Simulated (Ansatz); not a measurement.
Ansatz (a program for electronic structure) job for FeCl3, SMILES [Cl][Fe]([Cl])[Cl] (connectivity only; charge and spin as stated), neutral, multiplicity 6, PBE/def2-SVPD. Coordinates come from a PBE0-D3(BJ)/def2-SVP optimisation. The multiplicity is an assumed one; other spin states were not compared. The isomer is the one that the SMILES or the coordinates give; other isomers of the formula were not compared.

Ansatz 0.2 input:
```yaml
crystal:
  periodic: [false, false, false]
  atoms:
    - {symbol: Fe, position_ang: [0.00000000, -0.00000000, -0.00000000]}
    - {symbol: Cl, position_ang: [2.13946881, -0.00000000, 0.00000000]}
    - {symbol: Cl, position_ang: [-1.06973441, -1.85283434, 0.00000000]}
    - {symbol: Cl, position_ang: [-1.06973440, 1.85283434, 0.00000000]}
basis:
  gaussian:
    orbitals: def2-SVPD
hamiltonian:
  xc: {name: PBE}
magnetization: {spin_polarized: true, initial_magnetization: 5}
```

Program output:

```
Functional definition: PBE
integrals: 0.07 GiB planned
1212 factors; their error is unknown
mean field: 0.46 GiB planned
mean field evaluation 1: about -71917.6594 eV, gradient 3.4e1 eV
mean field evaluation 2: about -71767.0979 eV, gradient 1.7e2 eV
mean field evaluation 4: about -71922.0084 eV, gradient 5.0e0 eV
mean field evaluation 8: about -71922.1142 eV, gradient 1.5e-1 eV
mean field evaluation 16: about -71922.0766 eV, gradient 3.7e-4 eV
mean field evaluation 32: about -71916.0289 eV, gradient 3.2e1 eV
mean field evaluation 64: about -71919.9119 eV, gradient 5.9e-1 eV
mean field -71922.07662533 eV, -2643.0875654464 hartree, gradient 5.2e-5 eV, S^2 8.756624; 9 other end points of the search recorded, 0 dependent functions left out
reference -71922.07667447 eV, -2643.0875672524 hartree; 41, 36 occupied and 74, 79 virtual orbitals, 1212 factors
Total energy: -71922.07667447 eV, -2643.0875672524 hartree
```

The calculation finished and met its thresholds.
